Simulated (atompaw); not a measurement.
**Ranking PAW (atompaw) potentials for thulium (Tm)**

All share these settings but for the change named:

atompaw 4.2.0.5 input, output lines left out:

```
Tm 69
GGA-PBE scalarrelativistic loggrid 2001 logderivrange -6 5 276
6 6 5 4 0 0
6 1 0
5 2 1
4 3 12
0 0 0
c
c
c
c
v
v
c
c
c
v
v
c
c
v
v
3
2.30 1.80 1.90 1.90
n
n
y
0.8
n
y
3.65
n
custom rrkj vanderbiltortho sinc
bessel
1.55
1.85
1.75
2.30
2.30
2.00
0.85
0.85
```

Cutoff: the first of the cutoffs (Ry, on a coarse ladder) from which the occupation-weighted sum of valence levels, in a spherical-Bessel basis at the reference potential, stays within 10 and 1 mRy of its value at 400 Ry; the density cutoff is not measured.

The base gives 300 Ry.

Of 5 variants that were run, those that failed, showed a ghost or another fault, or gave nearly equal values are left out.

Question: Rank these variants from softest to hardest (loose cutoff).
A. all radii scaled by about 1.18 (s 1.84, p 2.08, d 2.72, f 1.00 bohr); local potential bessel scheme, radius 2.24 bohr; augmentation sinc compensation charge, radius 2.14 bohr; PAW radius 2.72 bohr; waves and projectors: custom rrkj vanderbiltortho; core correction smooth core density matched at 2.24 bohr
B. all radii scaled by about 1.25 (s 1.94, p 2.18, d 2.86, f 1.06 bohr); local potential bessel scheme, radius 2.38 bohr; augmentation sinc compensation charge, radius 2.24 bohr; PAW radius 2.86 bohr; waves and projectors: custom rrkj vanderbiltortho; core correction smooth core density matched at 2.38 bohr
C. all radii scaled by about 1.04 (s 1.62, p 1.82, d 2.40, f 0.88 bohr); local potential bessel scheme, radius 1.98 bohr; augmentation sinc compensation charge, radius 1.88 bohr; PAW radius 2.40 bohr; waves and projectors: custom rrkj vanderbiltortho; core correction smooth core density matched at 1.98 bohr

Answer: B (180 Ry), A (230 Ry), C (260 Ry).
